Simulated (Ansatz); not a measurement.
input.yaml

```yaml
crystal:
  periodic: [false, false, false]
  atoms:
    - { symbol: B, position_ang: [-0.026795, -0.485551, -0.222166] }
    - { symbol: F, position_ang: [-0.026228, -0.846128, 1.071415] }
    - { symbol: O, position_ang: [1.122346, -0.513972, -0.939847] }
    - { symbol: H, position_ang: [1.882622, -0.756834, -0.391399] }
    - { symbol: O, position_ang: [-1.196889, -0.153627, -0.830709] }
    - { symbol: H, position_ang: [-1.934716, -0.187642, -0.207702] }
    - { symbol: S, position_ang: [-0.019317, 2.332607, 1.061626] }
    - { symbol: H, position_ang: [0.854164, 2.911603, 1.909586] }
    - { symbol: H, position_ang: [-0.065788, 1.158344, 1.779796] }
basis:
  gaussian: { orbitals: "6-31G*" }
hamiltonian:
  xc: b3lyp
  dispersion: d4
relax:
  f_tol: 0.03
  max_steps: 50
output:
  orbitals: {}
```

Launched with:

```bash
$ ansatz run input.yaml --threads 2 --pin off --max-ram 3072MiB --backend cpu --events-out ev --progress --plain --runs-dir out
```

Hardware: 2 threads of Arm Neoverse V2 (shared host).

Question: Roughly how long does this run take, and how much memory?

Answer: 57 s, with a peak of 0.17 GiB, for 31 ionic steps.
